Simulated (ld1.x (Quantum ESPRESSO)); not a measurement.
**What one change does to a pseudopotential (hydrogen, TM)**

H (Z = 1), norm-conserving Troullier–Martins (Kleinman–Bylander form), made with ld1.x (Quantum ESPRESSO) 7.5 (PBE, scalar-relativistic). Core none, reference 1s1. Waves: 1s (bound): rc 1.30 bohr; 2p channel at 0.2 Ry: rc 1.25 bohr. Local part: the p channel. Core correction: none.

Change: all radii scaled by about 1.28 (s 1.66, p 1.60 bohr).

Cutoffs: the cutoffs (Ry, on a coarse ladder) from which the occupation-weighted sum of valence levels, in a spherical-Bessel basis at the reference potential, stays within 10 and 1 mRy of its value at 400 Ry; they do not see the model core or the augmentation charge, which bear on the density cutoff. Errors are all-electron minus pseudo energies relative to the spin-unpolarised reference configuration.

Question: How do hardness, ghosts and transferability respond?

Answer: The potential gets softer (18 Ry and 35 Ry → 15 Ry and 25 Ry); neither file shows a bound ghost. A larger radius leaves more room for a smooth pseudo-wave, so fewer plane waves are needed.

| quantity | base | changed |
| --- | --- | --- |
| cutoff, loose | 18 Ry | 15 Ry |
| cutoff, tight | 35 Ry | 25 Ry |
| bound ghosts | none | none |
| error for 1s0.5, meV [ΔE 4.76 eV] | +2.0 | +5.9 |
